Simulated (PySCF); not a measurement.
C5H4F2, SMILES FC1(F)C=CC=C1. Atoms are numbered in the order given.

```xyz
11

F      1.0999     0.0000    -1.4052
C      0.0000     0.0000    -0.5830
F     -1.0999     0.0000    -1.4052
C      0.0000    -1.2030     0.3540
C      0.0000    -0.7469     1.6243
C      0.0000     0.7469     1.6243
C      0.0000     1.2030     0.3540
H      0.0000    -2.2377    -0.0103
H      0.0000    -1.3601     2.5363
H      0.0000     1.3601     2.5363
H      0.0000     2.2377    -0.0103
```
Charge 0, spin multiplicity 1.

Geometry optimised at PBE-D3(BJ)/def2-SVP. Other conformers were not sampled.

The numbers are results of PBE/def2-TZVP run with PySCF, not measurements.

Symmetry labels are those of the subgroup C2v that the program uses (full group C2v).

Computed valence orbital energies around the gap with their symmetry:
```json
[
 {"orbital": "HOMO−7", "symmetry": "B2", "energy (eV)": "-10.31"},
 {"orbital": "HOMO−6", "symmetry": "A2", "energy (eV)": "-9.90"},
 {"orbital": "HOMO−5", "symmetry": "A1", "energy (eV)": "-9.87"},
 {"orbital": "HOMO−4", "symmetry": "B1", "energy (eV)": "-9.49"},
 {"orbital": "HOMO−3", "symmetry": "A1", "energy (eV)": "-9.15"},
 {"orbital": "HOMO−2", "symmetry": "B1", "energy (eV)": "-8.51"},
 {"orbital": "HOMO−1", "symmetry": "B2", "energy (eV)": "-7.82"},
 {"orbital": "HOMO", "symmetry": "A2", "energy (eV)": "-5.94"},
 {"orbital": "LUMO", "symmetry": "B1", "energy (eV)": "-2.91"},
 {"orbital": "LUMO+1", "symmetry": "A2", "energy (eV)": "0.26"},
 {"orbital": "LUMO+2", "symmetry": "A1", "energy (eV)": "0.74"},
 {"orbital": "LUMO+3", "symmetry": "B2", "energy (eV)": "1.67"}
]
```
